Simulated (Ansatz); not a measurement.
Ideal-gas functions of ClH2In, SMILES `[Cl][InH2]` at 500 K and 1 bar, from an Ansatz frequency run at PBE0-D4/def2-TZVP.

Molar mass 152.29 g/mol, point group C2v (symmetry number 2), electronic degeneracy 1, moments of inertia 5.005, 151.646, 156.651 u Å². Harmonic wavenumbers (cm⁻¹, unscaled): 350, 404, 545, 576, 1874, 1885.

Use S(trans) = R[1.5 ln M + 2.5 ln T − 1.1517]; rotational temperatures θ = 24.2544 K / I; S(rot) = R[ln(√π/σ · √(T³/θAθBθC)) + 1.5]; for each mode x = 1.438777 ν̃/T, S = R[x/(eˣ − 1) − ln(1 − e⁻ˣ)] and H = RT x/(eˣ − 1); 1 cm⁻¹ = 0.0119627 kJ/mol; R = 8.31446 J/(mol·K).

Task: By hand: the entropy, in J/(mol·K).

Result: Translation 182.3. Rotation: θ = 4.846, 0.1599, 0.1548 K, giving 97.8. Vibration, mode by mode: 8.60, 7.52, 5.38, 5.00, 0.24, 0.24, in all 27.0. Electronic 0.0. Sum 307.1 J/(mol·K).

Task: By hand: H − E and G − E in kJ/mol, counted from the electronic energy.

Result: Zero-point energy ½ × 5634 × 0.0119627 = 33.7; thermal vibration 8.1; translation, rotation and pV give 4 RT = 16.6. H − E = 58.4 kJ/mol, and G − E = 58.4 − 500 × 307.1/1000 = -95.2 kJ/mol.

Vibration gives 9 % of the entropy.
